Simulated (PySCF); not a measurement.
# Working out the excitation energy of Be

Be [He] 2s2 (1S) → Be [He] 2s1 2p1 (3P). All numbers are calculated (PySCF 2.14, the non-relativistic Hamiltonian (point nucleus), in aug-cc-pCVDZ (5s4p2d, 27 functions)). Frozen: 1s2. Energies in hartree (1 hartree = 27.21139 eV):

| part | Be (lower) | Be (upper) |
| --- | --- | --- |
| UHF | -14.572379 | -14.512471 |
| CCSD correlation | -0.044831 | -0.004384 |
| (T) | 0.000000 | 0.000000 |

Problem. What does Hartree-Fock give?

Solution. (-14.512471) − (-14.572379) = 0.059908 hartree = 1.630 eV.

Problem. What do CCSD and CCSD(T) give?

Solution. The CCSD correlation energies differ by 0.040447 hartree = 1.101 eV and the triples by 0.000000 hartree = 0.000 eV, so CCSD gives 2.731 eV and CCSD(T) 2.731 eV.

Measured between the centres of the two terms (NIST): 2.725 eV, so CCSD(T) (valence) is off by 0.006 eV.

A double-zeta basis recovers only part of the correlation energy.

What remains against the reference includes basis incompleteness, the frozen core and higher excitations.
